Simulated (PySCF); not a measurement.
C4H9O, SMILES C(C[O])CC, multiplicity 2.

The structure is a stationary point at PBE-D3(BJ)/def2-SVP. The isomer is the one that the SMILES or the coordinates give; other isomers of the formula were not compared. Other conformers were not sampled.

Level of theory: PBE-D3(BJ)/def2-SVP in PySCF 2.14.0.

Harmonic, unscaled wavenumbers; measured fundamentals usually lie a few per cent lower.

```
mode  ν (cm⁻¹)  IR (km/mol)  moving atoms (share of kinetic energy)
----  --------  -----------  --------------------------------------
1           98          1.1                  C 45 %, H 40 %, O 15 %
2          134          4.7                  O 36 %, H 33 %, C 30 %
3          229          1.4                          C 51 %, H 43 %
4          250          0.0                          H 89 %, C 10 %
5          339          0.5                  C 50 %, H 29 %, O 21 %
6          423         38.7                          H 68 %, C 27 %
7          533          6.1                  C 60 %, H 26 %, O 14 %
8          737          3.4                           H 90 %, C 9 %
9          834          3.5                          H 53 %, C 42 %
10         846          3.5                          H 65 %, C 34 %
11         935          2.8                          H 51 %, C 42 %
12         975          1.2                          H 88 %, C 12 %
13        1046          1.1                          C 62 %, H 36 %
14        1082          0.7                   H 46 %, C 45 %, O 9 %
15        1096         14.7                  C 46 %, H 41 %, O 13 %
16        1139          2.3                          H 62 %, C 38 %
17        1206          2.6                          H 73 %, C 27 %
18        1233         22.6                          H 89 %, O 10 %
19        1246          1.5                          H 70 %, C 30 %
20        1271          2.6                          H 90 %, C 10 %
21        1307         15.5                          H 56 %, C 41 %
22        1342          4.1                          H 67 %, C 31 %
23        1352          2.4                          H 67 %, C 33 %
24        1403          1.2                                  H 92 %
25        1418          0.7                                  H 95 %
26        1420          7.1                                  H 97 %
27        1432          4.9                                  H 92 %
28        2722         17.8                                  H 94 %
29        2776         34.4                                  H 93 %
30        2953          7.3                                  H 94 %
31        2960         32.3                                  H 95 %
32        2964         37.0                                  H 97 %
33        3000          2.3                           H 91 %, C 9 %
34        3017         21.4                          H 90 %, C 10 %
35        3048         35.2                           H 91 %, C 9 %
36        3058         24.5                           H 91 %, C 9 %
```
